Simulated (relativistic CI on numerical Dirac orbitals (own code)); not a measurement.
# Xe¹³⁺: sensitivity of the levels to the model

Base calculation: Dirac-Coulomb-Breit CI, separate exchange-only KLI orbitals for each configuration, model QED (radiative potential, 1s self-energy scaled to tabulated hydrogen-like ionisation energies), unscaled Slater integrals.

CI space (outside the closed core [Ar] 3d10): 4s2 4p6 4d5, 4s2 4p5 4d6, 4s2 4p6 4d4 4f, 4s2 4p6 4d4 5p, 4s2 4p6 4d3 4f 5s, 4s2 4p6 4d3 5s 5p, 4p6 4d7, 4p5 4d8, 4s2 4p6 4d3 5s2, 4s2 4p6 4d2 4f 5s2, 4s2 4p6 4d2 5s2 5p. Double excitations out of closed p, d and f shells are left out; levels of such configurations are missing from the list, as are those of other unlisted configurations, and high levels can miss mixing partners.

The lowest level and the first level of each name with at least 55 % of one term (blank where a level has no safe partner in the second run):

| Level | Base (cm⁻¹) | Shift (cm⁻¹) |
| --- | --- | --- |
| 4s2 4p6 4d5 6S_5/2 | 0 | 0 |
| 4s2 4p6 4d5 4G_7/2 | 50420 | +39 |
| 4s2 4p6 4d5 4G_11/2 | 51806 | +17 |
| 4s2 4p6 4d5 4G_9/2 | 53412 | +1 |
| 4s2 4p6 4d5 4P_1/2 | 58753 | +340 |
| 4s2 4p6 4d5 4D_7/2 | 64559 | +1 |
| 4s2 4p6 4d5 4D_1/2 | 71952 | +116 |
| 4s2 4p6 4d5 2I_11/2 | 73481 | +31 |
| 4s2 4p6 4d5 2I_13/2 | 79263 | -47 |
| 4s2 4p6 4d5 2H_9/2 | 93627 | +518 |
| 4s2 4p6 4d5 2H_11/2 | 106981 | +399 |
| 4s2 4p6 4d5 2S_1/2 | 114430 | +15 |
| 4s2 4p6 4d5 2P_3/2 | 163359 | +651 |
| 4s2 4p6 4d5 2P_1/2 | 169822 | +521 |
| 4s2 4p5 4d6 6F°_11/2 | 661805 |  |
| 4s2 4p5 4d6 6F°_9/2 | 677421 |  |
| 4s2 4p5 4d6 6P°_3/2 | 680950 |  |
| 4s2 4p5 4d6 4P°_5/2 | 684281 |  |
| 4s2 4p5 4d6 4H°_13/2 | 703138 |  |

At this charge energies of transitions that change n are usually good to better than 1 %, and those within a shell (Δn = 0) to a few per cent. Terms inside the open d or f shell come out 10 to 20 % too wide with unscaled integrals. Levels and lines within the n = 5 or 6 shells can be off by up to 10 % or somewhat more, and those that change n by about 2 %, since core polarisation is missing.

(1) One thing was changed in a second run, which moved the levels as shown. Which?
A. Breit term removed
B. QED terms removed
C. only the first configuration
D. one mean potential for all configurations

## Answers

(1) C. Only the first configuration. With fewer configurations the levels that remain lose their mixing partners.

LS names give the leading component of a level, which can be under half, so a name can repeat, a term be missing and a line seem to break the LS rules.
